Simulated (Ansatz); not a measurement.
Consider the substitution at a C–B bond: `BCBC` + `F[C]1(S)[NH][AlH]1` → `CS[C]1(F)[NH][AlH]1` + `BCB`.

Calculated with Ansatz (gas phase, PBE0-D4/def2-TZVP geometries, no zero-point term in ΔE). CCSD(T)/CBS adds triple-zeta CCSD(T) − MP2 to the extrapolated MP2 energy (def2 sets, frozen cores). Functionals use def2-TZVPP. B3LYP here is the variant with VWN-RPA as its local correlation; programs differ in this. Each species was taken in one conformer, which may not be the lowest.

Question: Is it downhill or uphill in electronic energy at CCSD(T)/CBS, and by how much? (An estimate is asked.)

Answer: Ansatz gave: Uphill: ΔE = +53.1 kJ/mol.

Question: What do these levels give: B3LYP-D4, r2SCANh-D4, revPBE, BHLYP, CCSD(T)/def2-SVP, CCSD/CBS(def2)? (An estimate is asked.)

Answer: Ansatz gave: B3LYP-D4 54.0, r2SCANh-D4 57.7, revPBE 56.9, BHLYP 55.3, CCSD(T)/def2-SVP 59.5, CCSD/CBS(def2) 54.1 kJ/mol.

Largest T1 diagnostic among the species: 0.015.

At CCSD(T), def2-SVP lies +6.4 kJ/mol from the extrapolated value and def2-TZVPP +1.4 kJ/mol. Leaving LDA and LC-ωPBE aside and taking each functional with its dispersion term where it has one, the values, not all of them listed here, spread over 10.8 kJ/mol, from ωB97X-V to B97M-V. LDA lies +4.6 kJ/mol from PBE without D4.
